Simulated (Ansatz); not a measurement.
BGaH₄ (`[BH2][GaH2]`). The species carries charge 0 and has multiplicity 1.

```xyz
6

B    -1.052   -0.025   -0.320
Ga    0.923    0.020    0.281
H    -1.415    0.466   -1.352
H    -1.909   -0.541    0.340
H     1.945   -1.117   -0.099
H     1.508    1.197    1.150
```

Task: List the harmonic frequencies (cm⁻¹, unscaled) at PBE0-D4/def2-TZVP in Ansatz. (An estimate is asked.)

Result: Computed: 296, 324, 398, 528, 655, 751, 873, 1147, 1937, 1941, 2568, 2648.

Task: Is this a minimum?

Result: Yes, all 12 modes are real.

Task: Give the ideal-gas thermochemistry at 298.15 K and 1 bar (rigid rotor, harmonic oscillator; point group C2v, symmetry number 2).

Result: Zero-point energy 84.1 kJ/mol; H(298) − E = 98.4 kJ/mol; entropy 269.2 J/(mol·K), of which translation 164.2, rotation 83.6, vibration 21.4; G(298) − E = 18.1 kJ/mol.

Task: And at 400, 500, 600, 800 and 1000 K?

Result: 
| T (K) | H − E (kJ/mol) | S (J/mol/K) | G − E (kJ/mol) |
| --- | --- | --- | --- |
| 400 | 105.9 | 290.8 | -10.4 |
| 500 | 114.1 | 309.2 | -40.5 |
| 600 | 123.1 | 325.5 | -72.2 |
| 800 | 142.6 | 353.5 | -140.2 |
| 1000 | 163.9 | 377.2 | -213.3 |

Task: Rotational constants (cm⁻¹)?

Result: 2.979, 0.2996, 0.2918.
